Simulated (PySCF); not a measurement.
Computed IR spectrum (relative IR intensity) of a molecule C₃H₆F₂Si. The structure is a stationary point at PBE-D3(BJ)/def2-SVP. One conformer was computed; it need not be the lowest. Computed with PBE-D3(BJ)/def2-SVP in PySCF. Frequencies are harmonic and unscaled.

Lines under 2 % of the strongest are left out, and lines within 2 cm⁻¹ are merged.

```tsv
ν (cm⁻¹)	relative intensity
336	7.3
629	21
685	8.2
819	15
848	9.1
888	100
934	49
959	9.2
1030	12
1202	16
1359	3.0
1416	3.0
2187	43
2198	55
```

**Question.** Pick the molecule that these values belong to.
A) C=C[Si@@H](F)CF
B) C=C(F)[SiH2]CF
C) F[SiH2]C1(F)CC1
D) C/C(F)=C(/F)[SiH3]

**Answer.** C, F[SiH2]C1(F)CC1
